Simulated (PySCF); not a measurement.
# The second ionisation energy along the third row

All values are computed (PySCF 2.14, energy differences of UHF-based or UKS calculations, no spin-orbit coupling). Values in eV. The last column holds reference values (NIST; (s) semi-empirical, (t) theoretical, else measured). Unmarked ones compare directly (S terms, centres of terms, or small fine structure); those marked * lie between the lowest fine-structure levels and include a spin-orbit shift.

```csv
element,configurations,UHF,MP2 (valence),SCS-MP2 (valence),CCSD (valence),CCSD(T) (valence),reference
"Mg (cc-pVDZ, non-relativistic)",[Ne] 3s1 → [Ne],14.712,n/a,n/a,n/a,n/a,15.035
"Al (cc-pV(D+d)Z, non-relativistic)",[Ne] 3s2 → [Ne] 3s1,17.544,18.233,18.371,18.596,18.596,18.829
"Si (cc-pV(D+d)Z, non-relativistic)",[Ne] 3s2 3p1 → [Ne] 3s2,15.820,15.991,15.972,16.102,16.121,16.322
"S (cc-pV(D+d)Z, non-relativistic)",[Ne] 3s2 3p3 → [Ne] 3s2 3p2,22.742,23.173,23.017,23.088,23.092,23.338 *
"Cl (cc-pV(D+d)Z, non-relativistic)",[Ne] 3s2 3p4 → [Ne] 3s2 3p3,22.562,23.013,23.037,23.019,23.028,23.771
```

```json
{"method": "UHF", "elements": "4", "mean error (eV)": "-0.830", "mean absolute error (eV)": "0.830", "largest error (eV)": "-1.285"}
{"method": "MP2 (valence)", "elements": "3", "mean error (eV)": "-0.562", "mean absolute error (eV)": "0.562", "largest error (eV)": "-0.758"}
{"method": "SCS-MP2 (valence)", "elements": "3", "mean error (eV)": "-0.514", "mean absolute error (eV)": "0.514", "largest error (eV)": "-0.734"}
{"method": "CCSD (valence)", "elements": "3", "mean error (eV)": "-0.402", "mean absolute error (eV)": "0.402", "largest error (eV)": "-0.752"}
{"method": "CCSD(T) (valence)", "elements": "3", "mean error (eV)": "-0.392", "mean absolute error (eV)": "0.392", "largest error (eV)": "-0.743"}
```

Errors include the incompleteness of the basis and the frozen core.

"Valence" correlates the outer s and p shells and, in groups 3 to 12 and the f block, the outer d or f shell, open or full, or the next shell where the ion has no valence electron left; the wider scheme adds the next inner shell.
